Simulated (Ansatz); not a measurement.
NiBr₂N₂H₆⁻, that is cis-NiBr2(NH3)2 with one electron more. Charge -1, multiplicity 2. Geometry PBE-D4/def2-SVP, that of the neutral singlet; atoms count from 1.

Cartesian coordinates in Å:
```
Ni 0.071 0.751 0.275
Br -0.192 1.705 2.364
Br 0.614 2.762 -0.729
N 0.280 -0.057 -1.491
H -0.590 -0.416 -1.914
H 0.990 -0.801 -1.576
H 0.593 0.752 -2.065
N -0.376 -0.952 1.121
H -0.604 -0.659 2.093
H 0.402 -1.626 1.181
H -1.190 -1.458 0.740
```

The highest occupied level of the charge -1 doublet lies above zero (up to 0.03 eV). By energy differences its removal costs 1.16 eV (vertical, to the charge 0 singlet, at PBE0-D4/def2-TZVPD); a positive level beside a positive removal energy at the same level points to self-interaction error.

Estimate the Mulliken populations from the PBE0/def2-TZVPD orbitals of Ansatz.


```csv
atom,charge (e),spin (α − β),d electrons
Ni1,-0.13,0.77,8.82
Br2,-0.70,0.06,–
Br3,-0.70,0.06,–
N4,-0.55,0.09,–
H5,0.24,-0.01,–
H6,0.24,-0.01,–
H7,0.34,-0.01,–
N8,-0.55,0.09,–
H9,0.34,-0.01,–
H10,0.24,-0.01,–
H11,0.24,-0.01,–
```
Mulliken values and Mayer orders depend strongly on the basis. With diffuse functions, as here, like atoms can get unlike values, and bond orders can come out too low or too high.

Where does the spin sit?

Summed by element: Ni 0.77, Br 0.11, N 0.18, H -0.05, of 1 unpaired in all. Largest on single atoms: Ni1 0.77, N8 0.09, N4 0.09.

And the Mayer bond orders between bonded heavy atoms (over 0.3)?

Ni1–Br2 0.50 (2.31 Å); Ni1–Br3 0.50 (2.31 Å); Ni1–N4 0.41 (1.95 Å); Ni1–N8 0.41 (1.95 Å).
